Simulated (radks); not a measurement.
All-electron atom: Bi4+ in [Kr] 4d10 4f14 5s2 5p5.5 5d10 6s1 7s0.5 (fractional occupations, a model configuration). Method: Dirac Kohn-Sham, BLYP, spin-unpolarised, spherical densities, point nucleus; open shells fill j = l - 1/2 first; computed with a radial shooting solver on a logarithmic mesh with Libxc functionals. Some entries of the table are withheld. Estimate them.

orbital,occ.,eigenvalue (hartree),<1/r> (bohr^-1),<r> (bohr)
1s1/2,2,-3328.744,103.4,(1)
2s1/2,2,-598.9876,25.62,0.06575
2p1/2,2,-575.5062,25.54,0.05388
2p3/2,4,-490.2138,20.24,0.06292
3s1/2,2,-145.8951,9.385,0.1710
3p1/2,2,-135.3012,9.291,0.1615
3p3/2,4,-116.2041,7.903,0.1780
3d3/2,4,-98.87572,7.804,0.1545
3d5/2,6,-94.82798,7.498,0.1595
4s1/2,2,-34.82859,3.990,0.3768
4p1/2,2,-30.22523,3.879,0.3777
4p3/2,4,-25.51667,3.399,0.4124
4d3/2,4,-18.03898,3.204,0.4160
4d5/2,6,-17.16032,3.097,0.4271
5s1/2,2,-7.50536,1.676,0.8288
4f5/2,6,(2),2.768,0.4376
4f7/2,8,(3),2.727,0.4437
5p1/2,2,-5.90249,1.557,0.8807
5p3/2,3.5,-4.98170,1.382,0.9675
5d3/2,4,(4),1.122,1.170
5d5/2,6,(5),1.084,1.205
6s1/2,1,-1.98666,0.6758,1.922
7s1/2,0.5,-0.89042,0.3405,3.822

Answer. 
(1) 1s1/2 <r> (bohr): 0.01578
(2) 4f5/2 eigenvalue (hartree): -7.45450
(3) 4f7/2 eigenvalue (hartree): -7.25240
(4) 5d3/2 eigenvalue (hartree): -2.72211
(5) 5d5/2 eigenvalue (hartree): -2.60387
